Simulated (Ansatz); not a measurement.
Consider the redistribution: `C=C[CH2][InH2]` + `O=[CH][GeH3]` → `O=[CH][InH2]` + `C=C[CH2][GeH3]`.

Computed with Ansatz on PBE0-D4/def2-TZVP structures; ΔE is electronic, products minus reactants. CCSD(T)/CBS is the MP2 limit (def2-TZVPP, def2-QZVPP) plus CCSD(T) − MP2 in def2-TZVPP, frozen cores. DFT in def2-TZVPP. B3LYP here is the variant with VWN-RPA as its local correlation; programs differ in this. Elements past krypton have def2 core potentials. For Ge, In outer-core shells are correlated without core-valence functions, which leaves a few kJ/mol of doubt a bond. Scalar relativity is left out up to krypton. One conformer a species, not always the lowest.

| level | ΔE (kJ/mol) | difference from CCSD(T)/CBS |
| --- | --- | --- |
| LDA (SPW92) | 17.8 | 8.5 |
| revPBE-D4 | 2.3 | -7.0 |
| r2SCAN-D4 | 9.2 | -0.1 |
| B97M-V | 6.8 | -2.5 |
| r2SCANh-D4 | 8.4 | -0.9 |
| PBE-QIDH | 6.7 | -2.6 |
| B3LYP | -2.3 | -11.6 |
| r2SCANh | 8.3 | -1.0 |
| CCSD(T)/def2-TZVPP | 4.2 | -5.1 |
| HF/def2-QZVPP | -15.6 | -24.9 |
| CCSD(T)/CBS | 9.3 | 0 |

Largest T1 diagnostic among the species: 0.017.

Leaving LDA and LC-ωPBE aside and taking each functional with its dispersion term where it has one, the values, not all of them listed here, spread over 11.3 kJ/mol, from BHLYP-D4 to r2SCAN-D4. LDA lies +12.1 kJ/mol from PBE without D4. In def2-TZVPP, CCSD(T) changes the Hartree–Fock value by +20.0 kJ/mol (the triples alone add +4.2 kJ/mol) and MP2 by +28.0 kJ/mol.
